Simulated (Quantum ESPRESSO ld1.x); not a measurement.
Question: Ca+, 19 electrons, occupied as [Ar] 4s1. Method: scalar-relativistic Kohn-Sham, LDA (Slater exchange, Perdew-Zunger correlation), spin-polarised, spherical densities, point nucleus; open shells are filled with parallel spins first; computed with ld1.x of Quantum ESPRESSO 7.5. Some entries of the table are withheld. Estimate them.

| orbital | occ. | eigenvalue (eV) | r(max) (bohr) | <1/r> (bohr^-1) |
|---|---|---|---|---|
| 1s up | 1 | -3945.090 | 0.050 | 19.70 |
| 1s down | 1 | -3945.052 | 0.050 | 19.70 |
| 2s up | 1 | -420.160 | 0.300 | 4.034 |
| 2s down | 1 | -420.123 | 0.300 | 4.034 |
| 2p up | 3 | -341.626 | 0.246 | 3.945 |
| 2p down | 3 | -341.591 | 0.246 | 3.945 |
| 3s up | 1 | -53.794 | 0.996 | 1.212 |
| 3s down | 1 | -53.702 | 0.996 | 1.213 |
| 3p up | 3 | -34.929 | 1.05 | 1.081 |
| 3p down | 3 | -34.804 | 1.05 | 1.083 |
| 4s up | 1 | -9.492 | (1) | 0.3685 |
| 3d up | 0 | -8.719 | 1.26 | 0.6886 |
| 4s down | 0 | -8.512 | (2) | 0.3675 |
| 3d down | 0 | -8.302 | 1.24 | 0.7124 |
| 4p up | 0 | -6.333 | 3.76 | 0.3033 |
| 4p down | 0 | -5.447 | 3.82 | 0.2905 |
| 5s up | 0 | (3) | 7.48 | 0.1679 |
| 5s down | 0 | (4) | 7.85 | 0.1591 |
| 4f up | 0 | -1.064 | 9.51 | 0.1006 |
| 4f down | 0 | -0.989 | 11.3 | 0.08635 |

Answer: 
(1) 4s up r(max) (bohr): 3.10
(2) 4s down r(max) (bohr): 3.08
(3) 5s up eigenvalue (eV): -2.887
(4) 5s down eigenvalue (eV): -2.691
